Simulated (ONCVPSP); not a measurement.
PBEsol ONCV dataset for palladium (Pd), scalar-relativistic all-electron reference.

Input for ONCVPSP 4.0.1:

```
# ATOM AND REFERENCE CONFIGURATION
# atsym  z   nc   nv     iexc    psfile
  Pd 46.00    6    3  -116133      upf
#
#   n    l    f
    1    0    2.00
    2    0    2.00
    2    1    6.00
    3    0    2.00
    3    1    6.00
    3    2   10.00
    4    0    2.00
    4    1    6.00
    4    2    8.00
#
# PSEUDOPOTENTIAL AND OPTIMIZATION
# lmax
    2
#
#   l,   rc,      ep,       ncon, nbas, qcut
    0    1.00    0.00    3    7    8.30
    1    1.05    0.00    4    7    7.40
    2    1.00    0.00    4    7    9.40
#
# LOCAL POTENTIAL
# lloc, lpopt,  rc(5),   dvloc0
    2    5    1.00    0.00
#
# VANDERBILT-KLEINMAN-BYLANDER PROJECTORs
# l, nproj, debl
    0    2    1.10
    1    2    4.00
    2    0    1.20
#
# MODEL CORE CHARGE
# icmod, fcfact, rcfact
    2    0.40    1.10
#
# LOG DERIVATIVE ANALYSIS
# epsh1, epsh2, depsh
   -6.00    5.00    0.04
#
# OUTPUT GRID
# rlmax, drl
    6.00    0.01
#
# TEST CONFIGURATIONS
# ncnf
    4
# nvcnf
#   n    l    f
    3
    4    0    2.00
    4    1    6.00
    4    2   10.00
#
    3
    4    0    2.00
    4    1    6.00
    4    2    9.00
#
    3
    4    0    2.00
    4    1    6.00
    4    2    7.00
#
    3
    4    0    2.00
    4    1    6.00
    4    2    9.50
#
```

Command:

```bash
oncvpsp.x < Pd.dat > Pd.out
```

Resulting log (shortened: citation, most of the input echo, consistency checks and plot data are left out):

```
ONCVPSP  (Optimized Norm-Conservinng Vanderbilt PSeudopotential)
scalar-relativistic version 4.0.1

#   n    l    f        energy (Ha)
    1    0    2.00    -8.8852352E+02
    2    0    2.00    -1.3053470E+02
    2    1    6.00    -1.1714904E+02
    3    0    2.00    -2.4290438E+01
    3    1    6.00    -1.9891544E+01
    3    2   10.00    -1.2899811E+01
    4    0    2.00    -4.0565906E+00
    4    1    6.00    -2.7940814E+00
    4    2    8.00    -1.0039919E+00

Reference configufation results
  iterations    24
  all-electron total energy (Ha)   -5.04233197D+03

Begin loop to  construct optimized pseudo wave functions
and semi-local pseudopoentials for all angular momenta

WARNING wellstate: negative energy specified for n= 5 l=  0
WARNING scattering state with energy  0.25000000
WARNING will be used for the first projector

   Wellstate for l =  0  n =  6
     eigenvalue =   0.2500
     asymptotic potential =   0.7500
     half-point radius =  3.4826

Calculating optimized projector #   1

 for l=   0

    Fraction of norm inside rc  0.607471
    Optimizing pswf for qcut=   8.32 a_B^-1,  ecut=  34.59 Ha
    Residual kinetic energy error=  1.15D-03 Ha

    Energy error per electron        Cutoff
         Ha          eV             Ha
         0.01000     0.27211       27.87
         0.00100     0.02721       35.52
         0.00010     0.00272      133.09

Calculating optimized projector #   2

 for l=   0

    Fraction of norm inside rc  0.024715
    Optimizing pswf for qcut=   8.32 a_B^-1,  ecut=  34.59 Ha
    Residual kinetic energy error=  2.15D-04 Ha

    Energy error per electron        Cutoff
         Ha          eV             Ha
         0.01000     0.27211       21.45
         0.00100     0.02721       29.87
         0.00010     0.00272       39.56
         0.00001     0.00027      119.96

   Wellstate for l =  1  n =  6
     eigenvalue =   1.2059
     asymptotic potential =   1.7059
     half-point radius =  2.7692

Calculating optimized projector #   1

 for l=   1

    Fraction of norm inside rc  0.560362
    Optimizing pswf for qcut=   7.41 a_B^-1,  ecut=  27.46 Ha
    Residual kinetic energy error=  1.22D-02 Ha

    Energy error per electron        Cutoff
         Ha          eV             Ha
         0.01000     0.27211       29.27
         0.00100     0.02721      110.95
         0.00010     0.00272      135.19
         0.00001     0.00027      181.69

Calculating optimized projector #   2

 for l=   1

    Fraction of norm inside rc  0.032220
    Optimizing pswf for qcut=   7.41 a_B^-1,  ecut=  27.46 Ha
    Residual kinetic energy error=  2.23D-03 Ha

    Energy error per electron        Cutoff
         Ha          eV             Ha
         0.01000     0.27211       11.94
         0.00100     0.02721       32.54
         0.00010     0.00272      101.83
         0.00001     0.00027      180.22

Calculating optimized projector #   1

 for l=   2

    Fraction of norm inside rc  0.278323
    Optimizing pswf for qcut=   9.40 a_B^-1,  ecut=  44.22 Ha
    Residual kinetic energy error=  5.32D-04 Ha

    Energy error per electron        Cutoff
         Ha          eV             Ha
         0.01000     0.27211       26.87
         0.00100     0.02721       39.34
         0.00010     0.00272      145.13
         0.00001     0.00027      179.48

Construct Vanderbilt / Kleinmman-Bylander projectors

B matrix Hermiticity error, ll=   0
   1   2   -5.1731E-04

  Orthonormal projector coefficients  1.7593E+01  2.3360E+00

B matrix Hermiticity error, ll=   1
   1   2   -4.8133E-04

  Orthonormal projector coefficients  1.0383E+01  6.2131E+00

Model core correction analysis
  based on d2Exc/dn_idn_j

d2excae - all-electron derivatives

   -3.347374D-02   -3.010827D-02   -2.001451D-02
   -3.010845D-02   -2.827577D-02   -2.074613D-02
   -2.001475D-02   -2.074622D-02   -2.082430D-02

d2excps - pseudofunction derivatives with no core correction

   -3.889767D-02   -3.440528D-02   -2.261153D-02
   -3.440559D-02   -3.166317D-02   -2.269169D-02
   -2.261192D-02   -2.269182D-02   -2.187553D-02

rms 2nd derivative error    3.333145E-03

amplitude prefactor, scale prefactor
   15.5031    1.1133

d2excps - pseudofunction derivatives with core correction

   -3.400920D-02   -3.059972D-02   -2.085402D-02
   -3.059990D-02   -2.864309D-02   -2.137717D-02
   -2.085428D-02   -2.137727D-02   -2.127027D-02

rms 2nd derivative error    6.064091E-04

Pseudoatom total energy -126.743840

Diagnostic tests using Vanderbilt-Kleinman-Bylander pseudopotentials
  1 or more projectors used as specified by nproj input data

   l    rcore       rmatch      e in        delta e   norm test  slope test

   0   1.0021975   1.0326264  -4.0565906   0.0000995   1.0001887   1.0003422
   0   1.0021975   1.0326264   0.2500000   0.0002724   1.0007326   1.0007326

   1   1.0513254   1.0832460  -2.7940814  -0.0000322   1.0001823   1.0002505
   1   1.0513254   1.0832460   1.2059186   0.0000559   1.0005924   1.0005924

   2   1.0021975   1.0326264  -1.0039919   0.0000504   1.0000249   1.0001242

 Testing for bound ghosts
   n   l    E NL Schr. Eq   E Basis Diag.   E Cutoff

   1   0       -4.056491       -4.056096    186.94

   2   1       -2.794114       -2.792638    200.61

 Testing for highly-localized positive-energy ghosts
       l    <radius>/rc     E Basis Diag.   E Cutoff

       0        0.846923       12.569854    186.94  WARNING - GHOST(+)

Test configuration 0

   n   l     f        eae           eps        diff
   1   0  2.0000 -888.52351616
   2   0  2.0000 -130.53469542
   2   1  6.0000 -117.14904247
   3   0  2.0000  -24.29043766
   3   1  6.0000  -19.89154434
   3   2 10.0000  -12.89981102
   4   0  2.0000   -4.05659057   -4.05649107    9.95D-05
   4   1  6.0000   -2.79408141   -2.79411361   -3.22D-05
   4   2  8.0000   -1.00399186   -1.00394149    5.04D-05

    Total energies and differences
      AE_ref= -5.04233197D+03  AE_tst= -5.04233197D+03  dif=  0.00D+00
      PS_ref= -1.26743840D+02  PS_tst= -1.26743840D+02  dif= -5.68D-14
      PSP excitation error=  5.68D-14

Test configuration 1

   n   l     f        eae           eps        diff
   1   0  2.0000 -887.59054673
   2   0  2.0000 -129.59548749
   2   1  6.0000 -116.21034988
   3   0  2.0000  -23.35306270
   3   1  6.0000  -18.95416847
   3   2 10.0000  -11.96186137
   4   0  2.0000   -3.13281044   -3.13312207   -3.12D-04
   4   1  6.0000   -1.87940045   -1.87971011   -3.10D-04
   4   2 10.0000   -0.14885561   -0.14887702   -2.14D-05

    Total energies and differences
      AE_ref= -5.04233197D+03  AE_tst= -5.04343219D+03  dif= -1.10D+00
      PS_ref= -1.26743840D+02  PS_tst= -1.27844137D+02  dif= -1.10D+00
      PSP excitation error=  7.51D-05

Test configuration 2

   n   l     f        eae           eps        diff
   1   0  2.0000 -888.00707260
   2   0  2.0000 -130.01410424
   2   1  6.0000 -116.62875534
   3   0  2.0000  -23.77212804
   3   1  6.0000  -19.37323492
   3   2 10.0000  -12.38100870
   4   0  2.0000   -3.54989003   -3.55008111   -1.91D-04
   4   1  6.0000   -2.29351927   -2.29375500   -2.36D-04
   4   2  9.0000   -0.53720942   -0.53723732   -2.79D-05

    Total energies and differences
      AE_ref= -5.04233197D+03  AE_tst= -5.04309701D+03  dif= -7.65D-01
      PS_ref= -1.26743840D+02  PS_tst= -1.27508936D+02  dif= -7.65D-01
      PSP excitation error=  4.89D-05

Test configuration 3

   n   l     f        eae           eps        diff
   1   0  2.0000 -889.11982682
   2   0  2.0000 -131.13697587
   2   1  6.0000 -117.75098667
   3   0  2.0000  -24.88663968
   3   1  6.0000  -20.48774425
   3   2 10.0000  -13.49701406
   4   0  2.0000   -4.62923811   -4.62860281    6.35D-04
   4   1  6.0000   -3.35771565   -3.35733594    3.80D-04
   4   2  7.0000   -1.52959161   -1.52928301    3.09D-04

    Total energies and differences
      AE_ref= -5.04233197D+03  AE_tst= -5.04106968D+03  dif=  1.26D+00
      PS_ref= -1.26743840D+02  PS_tst= -1.25481592D+02  dif=  1.26D+00
      PSP excitation error=  3.57D-05

Test configuration 4

   n   l     f        eae           eps        diff
   1   0  2.0000 -887.78432009
   2   0  2.0000 -129.79004149
   2   1  6.0000 -116.40481366
   3   0  2.0000  -23.54809633
   3   1  6.0000  -19.14920277
   3   2 10.0000  -12.15689317
   4   0  2.0000   -3.32784958   -3.32811867   -2.69D-04
   4   1  6.0000   -2.07336208   -2.07364729   -2.85D-04
   4   2  9.5000   -0.33127414   -0.33130476   -3.06D-05

    Total energies and differences
      AE_ref= -5.04233197D+03  AE_tst= -5.04331326D+03  dif= -9.81D-01
      PS_ref= -1.26743840D+02  PS_tst= -1.27725199D+02  dif= -9.81D-01
      PSP excitation error=  6.80D-05
```

The run took about 3.2 s on one core of a shared server CPU.
